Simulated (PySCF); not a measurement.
Input of a run (PBE0-D3(BJ)/def2-SVP geometry optimisation, gas phase (PySCF 2.14.0)), started from GFN2-xTB:
```
{"job": {"xc": "PBE0", "basis": "def2-SVP", "d3": "d3bj", "grid": 1, "maxiter": 30, "shake": 0.01, "kind": "geom"}, "charge": 0, "multiplicity": 1}
C     -1.015320    -0.086120     0.038000
Ge     0.912400     0.051540    -0.037540
H     -1.485580     0.078730    -0.963660
H     -1.411270     0.703450     0.689820
H     -1.353740    -1.039620     0.393970
H      1.521940    -0.135550     1.312990
H      1.503460    -0.985200    -0.941080
H      1.383250     1.393610    -0.544970
```

Output (energies in Eh, forces in Eh/bohr):
```
step   0  E = -2118.10169690  max force = 0.021414
step   1  E = -2118.10452321  max force = 0.006074
step   2  E = -2118.10479843  max force = 0.001117
step   3  E = -2118.10482896  max force = 0.000685
step   4  E = -2118.10484082  max force = 0.000350
optimisation converged
```

Q: Summarise the run.

A: The energy falls by 8.3 kJ/mol over 5 energy and gradient evaluations, the largest force component goes from 0.0214 to 3.5e-04 Eh/bohr, and the atoms move by 0.050 Å rms after alignment. The bond that changes most is Ge2–H6 (ends: germanium bonded to C and 3 H; Ge–H hydrogen), which lengthens by 0.048 Å. Bonds longer at the end by more than 0.005 Å: 5 of 7; shorter: 1. Among the angles that change most is Ge2–C1–H5, from 113.0° to 110.4°. The energy never rose by more than 1e-6 Eh on the way. The first step brought 90 % of the lowering.

Q: What are the final bond lengths?

A: C1–Ge2 1.953 Å, C1–H3 1.100 Å, C1–H4 1.100 Å, C1–H5 1.099 Å, Ge2–H6 1.541 Å, Ge2–H7 1.541 Å, Ge2–H8 1.541 Å. Numbering counts from 1 in the input's order; the species is `[CH3][GeH3]`.

The run used 76 basis functions and 27 SCF cycles in all.

Not checked by PBE0-D3(BJ)/def2-SVP frequencies.
